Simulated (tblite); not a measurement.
C2H8GeOSi2.
SMILES with atom numbers: `[CH:1]#[C:2][SiH2:3][O:4][SiH2:5][GeH3:6]` (hydrogens: H7 on C1; H8, H9 on Si3; H10, H11 on Si5; H12, H13, H14 on Ge6)

Computed with GFN2-xTB (tblite), gas phase: L-BFGS steps from a force-field or distance-geometry start until the largest atomic force falls under 0.01 eV/Å.

Step 73: E = -485.5460 eV
```
atom  x, y, z in Å  |  force x, y, z in eV/Å
C1      2.5965    0.9539    0.3165    0.113   0.047   0.022
C2      2.0398   -0.0935    0.1183   -0.054  -0.017   0.005
Si3     1.1826   -1.7099   -0.1851   -0.053  -0.001  -0.011
O4     -0.4330   -1.5257   -0.1581    0.013  -0.002   0.021
Si5    -1.7932   -0.6639    0.0072    0.074  -0.004  -0.007
Ge6    -1.2466    1.5621    0.4249    0.027  -0.011  -0.012
H7      3.1267    1.8493    0.4910   -0.095  -0.038  -0.017
H8      1.4797   -2.1647   -1.5423    0.021  -0.033   0.005
H9      1.4832   -2.6330    0.9097    0.001  -0.003  -0.028
H10    -2.5271   -1.2967    1.1061    0.028   0.026   0.010
H11    -2.5199   -0.8477   -1.2507    0.010   0.020  -0.011
H12    -0.4566    2.2912   -0.6273   -0.039  -0.024   0.011
H13    -0.4666    1.8534    1.6759   -0.029  -0.005   0.000
H14    -2.4663    2.4248    0.5821   -0.019   0.045   0.011
```

Step 74: E = -485.5468 eV
```
atom  x, y, z in Å  |  force x, y, z in eV/Å
C1      2.5986    0.9521    0.3163    0.130   0.107   0.032
C2      2.0396   -0.0937    0.1196   -0.103  -0.094  -0.017
Si3     1.1805   -1.7097   -0.1861   -0.006   0.019  -0.003
O4     -0.4349   -1.5319   -0.1573    0.005   0.014   0.015
Si5    -1.7907   -0.6636    0.0066    0.034  -0.015  -0.008
Ge6    -1.2467    1.5617    0.4247    0.014  -0.006   0.000
H7      3.1255    1.8492    0.4907   -0.082  -0.035  -0.014
H8      1.4811   -2.1638   -1.5422    0.018  -0.034  -0.006
H9      1.4836   -2.6296    0.9090    0.004  -0.022  -0.012
H10    -2.5250   -1.2937    1.1072    0.027   0.025   0.004
H11    -2.5191   -0.8450   -1.2513    0.018   0.019   0.000
H12    -0.4586    2.2898   -0.6272   -0.024  -0.011  -0.003
H13    -0.4682    1.8526    1.6761   -0.022  -0.002   0.004
H14    -2.4664    2.4253    0.5823   -0.013   0.034   0.009
```

Step 75: E = -485.5474 eV
```
atom  x, y, z in Å  |  force x, y, z in eV/Å
C1      2.6073    0.9478    0.3161    0.039  -0.021   0.006
C2      2.0445   -0.0974    0.1207   -0.047   0.037  -0.002
Si3     1.1787   -1.7083   -0.1875    0.051  -0.011  -0.003
O4     -0.4351   -1.5325   -0.1548    0.009   0.009   0.001
Si5    -1.7882   -0.6622    0.0061   -0.014   0.009  -0.004
Ge6    -1.2516    1.5638    0.4249   -0.003  -0.012   0.016
H7      3.1303    1.8461    0.4895   -0.053  -0.010  -0.007
H8      1.4823   -2.1667   -1.5410    0.010  -0.028  -0.019
H9      1.4829   -2.6283    0.9055    0.007  -0.040   0.010
H10    -2.5197   -1.2908    1.1081    0.012   0.017   0.011
H11    -2.5158   -0.8426   -1.2523    0.015   0.015  -0.002
H12    -0.4672    2.2908   -0.6280   -0.005   0.006  -0.012
H13    -0.4763    1.8541    1.6784   -0.015   0.003  -0.002
H14    -2.4730    2.4257    0.5825   -0.007   0.026   0.006
```

Step 76: E = -485.5478 eV
```
atom  x, y, z in Å  |  force x, y, z in eV/Å
C1      2.6114    0.9463    0.3161    0.029  -0.017   0.005
C2      2.0460   -0.0976    0.1214   -0.060   0.001  -0.014
Si3     1.1797   -1.7097   -0.1885    0.079   0.014   0.006
O4     -0.4334   -1.5321   -0.1532   -0.007   0.012  -0.005
Si5    -1.7868   -0.6619    0.0056   -0.031   0.005  -0.002
Ge6    -1.2536    1.5642    0.4253   -0.015   0.008   0.018
H7      3.1321    1.8459    0.4892   -0.046  -0.009  -0.005
H8      1.4834   -2.1697   -1.5418    0.007  -0.021  -0.013
H9      1.4831   -2.6298    0.9046    0.009  -0.040   0.009
H10    -2.5196   -1.2892    1.1080    0.017   0.016   0.006
H11    -2.5168   -0.8416   -1.2523    0.026   0.013   0.005
H12    -0.4704    2.2921   -0.6284   -0.004   0.006  -0.007
H13    -0.4795    1.8557    1.6795   -0.014   0.003  -0.006
H14    -2.4764    2.4270    0.5828    0.009   0.010   0.003
```

**Question.** Estimate the geometry and energy of step 77. (The exact step hangs on the optimiser's Hessian estimate; all steps are aligned on step 76, rigid shifts and turns removed.)

**Answer.** E = -485.5483 eV, largest force 0.070 eV/Å
```
atom  x, y, z in Å  |  force x, y, z in eV/Å
C1      2.6185    0.9433    0.3163   -0.018  -0.067  -0.007
C2      2.0486   -0.0984    0.1221   -0.046   0.003  -0.019
Si3     1.1832   -1.7109   -0.1899    0.042   0.008   0.013
O4     -0.4311   -1.5305   -0.1508    0.014   0.019  -0.014
Si5    -1.7858   -0.6611    0.0048   -0.019  -0.001   0.004
Ge6    -1.2576    1.5660    0.4262   -0.031   0.018   0.010
H7      3.1350    1.8440    0.4883   -0.015   0.028   0.005
H8      1.4859   -2.1759   -1.5428    0.001  -0.006   0.002
H9      1.4843   -2.6338    0.9024    0.010  -0.031   0.003
H10    -2.5189   -1.2869    1.1077    0.017   0.012   0.007
H11    -2.5177   -0.8403   -1.2520    0.032   0.010   0.002
H12    -0.4774    2.2955   -0.6287    0.003   0.006  -0.003
H13    -0.4866    1.8594    1.6812   -0.004   0.004  -0.004
H14    -2.4813    2.4293    0.5834    0.016  -0.003   0.001
```

The energy changes by -0.0005 eV. The first-order estimate −F·Δx gives -0.0008 eV and the mean of the old and new forces, exact on a quadratic surface, -0.0005 eV. The step makes an angle of 73° with the force vector and moves no atom by more than 0.008 Å.

The cost below is that of the whole relaxation. On an Arm Neoverse N1 with one thread, shared host with 64 logical CPUs at a one-minute load of 60, this took 1.4 s wall.
